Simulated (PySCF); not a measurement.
## Steps of a relaxation of WOBr3

WOBr3 (doublet). PySCF 2.14.0, UKS PBE, W def2-SVP with ECP60, O def2-SVP, Br def2-SVP; non-relativistic Hamiltonian with scalar-relativistic core potentials where named; density fitting; no spin-orbit coupling. Origin of the start: displaced along the imaginary mode. Columns: position (Å) and force (eV/Å). Energies are counted from the last step; some of the 21 steps are shown. Forces carry noise of the integration grid, about 0.01 to 0.03 eV/Å.

Run from Python with OMP_NUM_THREADS=4. Where DIIS fails, smearing, a level shift and second-order steps follow.
It took 96 s on 4 threads of Arm Neoverse V2, with other jobs on the host, from the converged density of the start.

```xyz
5
step 0  E = 1.693 eV
W     0.4421    0.0000   -0.0088     0.88    0.00    0.09
O     2.1610    0.0000    0.2500    -1.00    0.00    0.06
Br    0.3225    2.4539   -0.0336     0.01   -0.02   -0.15
Br   -2.1133    0.0000    0.0372     0.10    0.00    0.15
Br    0.3225   -2.4539   -0.0336     0.01    0.02   -0.15
```

```xyz
5
step 7  E = 0.283 eV
W     0.3562    0.0000    0.1009     0.71    0.00   -0.09
O     1.7589    0.0000    1.0852    -0.41    0.00    0.01
Br    0.4951    2.2468   -0.8792     0.02   -0.45   -0.11
Br   -1.9707    0.0000    0.7835    -0.34    0.00    0.30
Br    0.4951   -2.2468   -0.8792     0.02    0.45   -0.11
```

```xyz
5
step 13  E = 0.004 eV
W     0.2533    0.0000    0.2654     0.25    0.00    0.07
O     1.5653    0.0000    1.3556    -0.27    0.00   -0.09
Br    0.6676    1.8358   -1.2763    -0.03   -0.01    0.01
Br   -2.0192    0.0000    1.1427     0.08    0.00    0.01
Br    0.6676   -1.8358   -1.2763    -0.03    0.01    0.01
```

**Question.** Where does the relaxation end?

**Answer.** It converges at step 20 in Cs:
```xyz
5
step 20  E = 0
W     0.2585    0.0000    0.2556
O     1.5373    0.0000    1.3768
Br    0.6678    1.8359   -1.2886
Br   -1.9967    0.0000    1.1559
Br    0.6678   -1.8359   -1.2886
```

**Question.** How did the contacts change?

**Answer.** 
| contact | start (Å) | end (Å) |
| --- | --- | --- |
| W1–O2 (O) | 1.738 | 1.701 |
| W1–Br3 (Br) | 2.457 | 2.434 |
| W1–Br4 (Br) | 2.556 | 2.428 |
| W1–Br5 (Br) | 2.457 | 2.434 |


Open shells may have lower solutions than the one found.
